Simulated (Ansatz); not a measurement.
`c1ccc(-c2ccc(-c3ccc(-c4ccc(-c5ccc(-c6ccc(-c7ccc(-c8ccccc8)cc7)cc6)cc5)cc4)cc3)cc2)cc1`. Charge 0, multiplicity 1. Geometry PBE-D4/def2-SVP.

Cartesian coordinates in Å:
```
C 12.255 -8.746 7.040
C 10.961 -9.283 6.948
C 9.930 -8.543 6.354
C 10.167 -7.247 5.838
C 9.076 -6.464 5.210
C 9.011 -5.059 5.343
C 7.981 -4.321 4.753
C 6.967 -4.951 3.996
C 5.876 -4.169 3.369
C 5.359 -3.006 3.984
C 4.328 -2.270 3.394
C 3.765 -2.658 2.156
C 2.673 -1.877 1.530
C 2.564 -1.763 0.125
C 1.534 -1.026 -0.466
C 0.557 -0.370 0.318
C -0.537 0.407 -0.308
C -0.335 1.119 -1.512
C -1.368 1.853 -2.103
C -2.655 1.908 -1.522
C -3.750 2.682 -2.150
C -5.095 2.254 -2.064
C -6.128 2.984 -2.658
C -5.871 4.179 -3.367
C -6.966 4.952 -3.996
C -6.757 5.686 -5.187
C -7.791 6.415 -5.781
C -9.086 6.447 -5.215
C -10.183 7.220 -5.846
C -9.924 8.440 -6.512
C -10.961 9.171 -7.108
C -12.282 8.698 -7.053
C -12.556 7.488 -6.395
C -11.519 6.758 -5.799
C -9.295 5.713 -4.025
C -8.261 4.985 -3.430
C -4.526 4.608 -3.452
C -3.492 3.877 -2.859
C -2.857 1.194 -0.318
C -1.824 0.464 0.275
C 0.665 -0.486 1.723
C 1.698 -1.219 2.314
C 4.284 -3.819 1.540
C 5.312 -4.558 2.132
C 7.033 -6.357 3.862
C 8.061 -7.095 4.455
C 11.476 -6.721 5.940
C 12.507 -7.461 6.533
H 13.066 -9.327 7.506
H 10.749 -10.286 7.350
H 8.914 -8.964 6.312
H 9.775 -4.535 5.938
H 7.972 -3.226 4.864
H 5.762 -2.683 4.956
H 3.962 -1.361 3.895
H 3.315 -2.247 -0.517
H 1.472 -0.973 -1.563
H 0.658 1.113 -1.986
H -1.178 2.382 -3.049
H -5.331 1.308 -1.553
H -7.158 2.598 -2.603
H -5.773 5.654 -5.677
H -7.601 6.944 -6.727
H -8.897 8.835 -6.537
H -10.736 10.123 -7.613
H -13.096 9.272 -7.521
H -13.587 7.103 -6.354
H -11.742 5.797 -5.311
H -10.281 5.746 -3.535
H -8.452 4.458 -2.483
H -4.290 5.554 -3.961
H -2.463 4.262 -2.914
H -3.841 1.228 0.173
H -2.022 -0.093 1.203
H -0.067 0.026 2.366
H 1.740 -1.300 3.411
H 3.858 -4.162 0.585
H 5.701 -5.448 1.615
H 6.250 -6.884 3.295
H 8.089 -8.187 4.316
H 11.693 -5.726 5.521
H 13.520 -7.033 6.591
```

B3LYP takes the VWN-RPA correlation. Single mean-field runs in def2-SVP, def2-TZVP are fitted with def2-universal-jkfit.

Estimate the orbital energies around the gap (eV) in Ansatz with PBE-D4/def2-TZVP, BLYP-D4/def2-SVP, r2SCAN-D4/def2-SVP, B3LYP-D4/def2-SVP, PBE0-D4/def2-SVP.


| orbital | PBE-D4/def2-TZVP | BLYP-D4/def2-SVP | r2SCAN-D4/def2-SVP | B3LYP-D4/def2-SVP | PBE0-D4/def2-SVP |
| --- | --- | --- | --- | --- | --- |
| HOMO−13 | -6.92 | -6.61 | -7.14 | -7.67 | -7.98 |
| HOMO−12 | -6.55 | -6.23 | -6.75 | -7.24 | -7.55 |
| HOMO−11 | -6.44 | -6.12 | -6.64 | -7.14 | -7.43 |
| HOMO−10 | -6.42 | -6.11 | -6.62 | -7.12 | -7.42 |
| HOMO−9 | -6.41 | -6.09 | -6.60 | -7.10 | -7.40 |
| HOMO−8 | -6.39 | -6.07 | -6.58 | -7.09 | -7.38 |
| HOMO−7 | -6.37 | -6.06 | -6.57 | -7.07 | -7.37 |
| HOMO−6 | -6.36 | -6.05 | -6.56 | -7.06 | -7.36 |
| HOMO−5 | -6.34 | -6.03 | -6.53 | -7.03 | -7.33 |
| HOMO−4 | -6.34 | -6.03 | -6.53 | -7.03 | -7.32 |
| HOMO−3 | -6.15 | -5.83 | -6.32 | -6.79 | -7.08 |
| HOMO−2 | -5.74 | -5.43 | -5.90 | -6.33 | -6.60 |
| HOMO−1 | -5.37 | -5.07 | -5.51 | -5.91 | -6.18 |
| HOMO | -5.10 | -4.80 | -5.23 | -5.61 | -5.86 |
| LUMO | -2.53 | -2.19 | -2.42 | -1.83 | -1.78 |
| LUMO+1 | -2.24 | -1.91 | -2.11 | -1.50 | -1.44 |
| LUMO+2 | -1.84 | -1.50 | -1.68 | -1.05 | -0.97 |
| LUMO+3 | -1.53 | -1.17 | -1.30 | -0.64 | -0.53 |
| LUMO+4 | -1.47 | -1.12 | -1.25 | -0.59 | -0.47 |
| LUMO+5 | -1.41 | -1.06 | -1.20 | -0.55 | -0.45 |
